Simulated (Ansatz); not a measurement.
`CO[SiH](O)O` → `O[SiH2]C(O)O`  (isomerisation)

Computed with Ansatz on PBE0-D4/def2-TZVP structures; ΔE is electronic, products minus reactants. CBS: MP2 limit from def2 TZ/QZ plus the TZ coupled-cluster correction, frozen cores. Functionals use def2-TZVPP. One conformer a species, not always the lowest.

```tsv
level	ΔE (kcal/mol)
r2SCAN-D4	70.2
ωB97M-V	69.9
MP2/def2-TZVPP	73.0
SCS-MP2/def2-QZVPP	73.4
```

(1) What does CCSD(T)/CBS give? (Estimate.)

Largest T1 diagnostic among the species: 0.012.

Results:

(1) The calculation gave: +71.5 kcal/mol. The listed levels differ from it by -1.3, -1.6, 1.5, 1.9 kcal/mol.

From PBE to PBE0 (25 % exact exchange), in def2-TZVPP and without D4, ΔE moves by +3.1 kcal/mol. In def2-TZVPP, CCSD(T) changes the Hartree–Fock value by −5.8 kcal/mol (the triples alone add −1.1 kcal/mol) and MP2 by −3.6 kcal/mol.
